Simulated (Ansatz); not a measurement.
Ansatz (a quantum-chemistry and plane-wave program) input:
A basis named .json is the Basis Set Exchange file of that set.

Ansatz 0.2 input:
```yaml
crystal:
  periodic: [false, false, false]
  atoms:
    - {symbol: Zn, position_ang: [-0.16805243, 0.59616995, -0.08592024]}
    - {symbol: O, position_ang: [1.09995770, -0.82005192, -0.68158965]}
    - {symbol: H, position_ang: [1.75864739, -1.09174877, -0.02564343]}
    - {symbol: O, position_ang: [-0.67811345, -1.10551258, 0.81545117]}
    - {symbol: H, position_ang: [-0.09182857, -1.38883368, 1.53235836]}
basis:
  gaussian:
    orbitals: def2-TZVPPD.json
    fitting: {mean_field: def2-universal-jkfit, correlation: def2-TZVPPD-RIFIT.json}
magnetization: {spin_polarized: true, initial_magnetization: 2}
correlation: {method: mp2, electrons: outside_noble_gas}
```

### Question
What final total energy does it print?

### Answer
-1929.63332 Eh (RI-MP2/def2-TZVPPD). The basis has 181 functions.

The spin state was set by rule; other spins were not relaxed.
